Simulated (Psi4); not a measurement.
C₃H₉ClGaN, singlet, geometry from GFN2-xTB (such geometries of metal compounds can be far from the true shape); HF/def2-TZVP (Psi4).

The Psi4 input:
```
memory 2 GB

molecule mol {
0 1
Ga    0.291249   -0.272817    0.244191
Cl    1.811379   -0.253542   -1.196012
C     0.501637   -1.304570    1.986951
H    -0.246215   -2.094644    2.071873
H     0.408366   -0.646914    2.852506
H     1.495327   -1.757134    1.991101
N    -1.251130    0.683163   -0.131346
C    -1.485700    1.448263   -1.342211
C    -2.367305    0.737576    0.794162
H    -2.363664    1.072408   -1.883094
H    -1.654970    2.508320   -1.113511
H    -0.612979    1.367491   -1.995267
H    -2.571681    1.769121    1.107879
H    -3.280156    0.335294    0.336918
H    -2.130065    0.143850    1.679890
}

set {
  basis def2-tzvp
  reference rhf
}

energy('scf')
print_variables()
```

What the program printed (banner, timings and long lists left out):

```
   => Loading Basis Set <=

    Name: DEF2-TZVP
    Role: ORBITAL
    Keyword: BASIS

         ---------------------------------------------------------
                                   SCF
               by Justin Turney, Rob Parrish, Andy Simmonett
                          and Daniel G. A. Smith
                              RHF Reference
         ---------------------------------------------------------

  ==> Geometry <==

    Molecular point group: c1
    Full point group: C1

    Geometry (in Angstrom), charge = 0, multiplicity = 1:

       Center              X                  Y                   Z               Mass
    ------------   -----------------  -----------------  -----------------  -----------------
         GA           0.201424579679    -0.243304268199     0.271661365039    68.925573500000
         CL           1.721554579679    -0.224029268199    -1.168541634961    34.968852682000
         C            0.411812579679    -1.275057268199     2.014421365039    12.000000000000
         H           -0.336039420321    -2.065131268199     2.099343365039     1.007825032230
         H            0.318541579679    -0.617401268199     2.879976365039     1.007825032230
         H            1.405502579679    -1.727621268199     2.018571365039     1.007825032230
         N           -1.340954420321     0.712675731801    -0.103875634961    14.003074004430
         C           -1.575524420321     1.477775731801    -1.314740634961    12.000000000000
         C           -2.457129420321     0.767088731801     0.821632365039    12.000000000000
         H           -2.453488420321     1.101920731801    -1.855623634961     1.007825032230
         H           -1.744794420321     2.537832731801    -1.086040634961     1.007825032230
         H           -0.702803420321     1.397003731801    -1.967796634961     1.007825032230
         H           -2.661505420321     1.798633731801     1.135349365039     1.007825032230
         H           -3.369980420321     0.364806731801     0.364388365039     1.007825032230
         H           -2.219889420321     0.173362731801     1.707360365039     1.007825032230

  Running in c1 symmetry.

  Rotational constants: A =      0.08572  B =      0.05167  C =      0.03283 [cm^-1]
  Rotational constants: A =   2569.87268  B =   1548.97418  C =    984.36592 [MHz]
  Nuclear repulsion =  552.727938939125465

  Charge       = 0
  Multiplicity = 1
  Electrons    = 82
  Nalpha       = 41
  Nbeta        = 41

  ==> Algorithm <==

  SCF Algorithm Type is DF.
  DIIS enabled.
  MOM disabled.
  Fractional occupation disabled.
  Guess Type is SAD.
  Energy threshold   = 1.00e-06
  Density threshold  = 1.00e-06
  Integral threshold = 1.00e-12

  ==> Primary Basis <==

  Basis Set: DEF2-TZVP
    Blend: DEF2-TZVP
    Number of shells: 109
    Number of basis functions: 263
    Number of Cartesian functions: 295
    Spherical Harmonics?: true
    Max angular momentum: 3

   => Loading Basis Set <=

    Name: (DEF2-TZVP AUX)
    Role: JKFIT
    Keyword: DF_BASIS_SCF

  ==> Integral Setup <==

  SCF_SUBTYPE=INCORE selected. In-core MEM_DF algorithm will be used.
  Using in-core AOs.

  ==> MemDFJK: Density-Fitted J/K Matrices <==

    J tasked:                   Yes
    K tasked:                   Yes
    wK tasked:                   No
    Algorithm:                 Core
    Schwarz Cutoff:           1E-12
    Mask sparsity (%):       7.5670
    Fitting Condition:        1E-10

   => Auxiliary Basis Set <=

  Basis Set: (DEF2-TZVP AUX)
    Blend: DEF2-UNIVERSAL-JKFIT
    Number of shells: 252
    Number of basis functions: 858
    Number of Cartesian functions: 1066
    Spherical Harmonics?: true
    Max angular momentum: 5

  Minimum eigenvalue in the overlap matrix is 6.3093593354E-04.
  Reciprocal condition number of the overlap matrix is 7.3547417585E-05.
    Using symmetric orthogonalization.

  ==> Pre-Iterations <==

  SCF Guess: Superposition of Atomic Densities via on-the-fly atomic UHF (no occupation information).

   -------------------------
    Irrep   Nso     Nmo
   -------------------------
     A        263     263
   -------------------------
    Total     263     263
   -------------------------

  ==> Iterations <==

                           Total Energy        Delta E     RMS |[F,P]|

   @DF-RHF iter SAD: -2551.55085730533847   -2.55155e+03   0.00000e+00
   @DF-RHF iter   1: -2554.44708324114754   -2.89623e+00   1.14405e-02 ADIIS/DIIS
   @DF-RHF iter   2: -2554.05510297867113    3.91980e-01   1.45139e-02 ADIIS/DIIS
   @DF-RHF iter   3: -2556.17664601888191   -2.12154e+00   5.66250e-04 ADIIS/DIIS
   @DF-RHF iter   4: -2556.18769455571010   -1.10485e-02   1.60255e-04 ADIIS/DIIS
   @DF-RHF iter   5: -2556.18875810983536   -1.06355e-03   4.85532e-05 DIIS
   @DF-RHF iter   6: -2556.18888282928719   -1.24719e-04   9.41694e-06 DIIS
   @DF-RHF iter   7: -2556.18889107576888   -8.24648e-06   3.12953e-06 DIIS
   @DF-RHF iter   8: -2556.18889194466237   -8.68893e-07   1.36159e-06 DIIS
   @DF-RHF iter   9: -2556.18889209172721   -1.47065e-07   4.16556e-07 DIIS
  Energy and wave function converged.

  ==> Post-Iterations <==

    Orbital Energies [Eh]
    ---------------------

    Doubly Occupied:

[...]
    Virtual:

[...]
    Final Occupation by Irrep:
              A
    DOCC [    41 ]
    NA   [    41 ]
    NB   [    41 ]

  @DF-RHF Final Energy: -2556.18889209172721

   => Energetics <=

    Nuclear Repulsion Energy =            552.7279389391254654
    One-Electron Energy =               -4656.4136186920350156
    Two-Electron Energy =                1547.4967876611824522
    Total Energy =                      -2556.1888920917272117

Computation Completed

Properties will be evaluated at   0.000000,   0.000000,   0.000000 [a0]

Properties computed using the SCF density matrix

 Multipole Moments:

 ------------------------------------------------------------------------------------
     Multipole            Electronic (a.u.)      Nuclear  (a.u.)        Total (a.u.)
 ------------------------------------------------------------------------------------

 L = 1.  Multiply by 2.5417464519 to convert [e a0] to [Debye]
 Dipole X            :         13.3622718          -13.9189582           -0.5566864
 Dipole Y            :         -4.5920066            4.5732317           -0.0187749
 Dipole Z            :         -3.7039427            4.2567440            0.5528014
 Magnitude           :                                                    0.7847557

 ------------------------------------------------------------------------------------

  Variable Map:
  ----------------------------------------------------------------------------
[...]
  Array Variable Map:
  ----------------------------------------------------------------------------
[...]
[...]
```
